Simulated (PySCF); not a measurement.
PySCF input:

```python
from pyscf import gto, scf, dft

mol = gto.M(
    atom='''
    B    -0.25093035   -0.58363166   -0.60064539
    O     0.04786418    0.26847182    0.32810798
    H     0.87173832    0.77038378    0.37836311
    ''',
    basis='def2-tzvpd',
    charge=0,
    spin=0,
    verbose=4,
)

mf = dft.RKS(mol, xc='tpssh').density_fit(auxbasis='def2-universal-jkfit')
mf.grids.level = 3
mf.conv_tol = 1e-9
mf.max_cycle = 100
mf.max_memory = 1500
mf.kernel()
if not mf.converged:
    mf = mf.newton()
    mf.kernel(mf.make_rdm1())
mf.analyze()
```

Question: Predict the final energy.

Answer: -100.67510 Eh (TPSSh/def2-TZVPD).
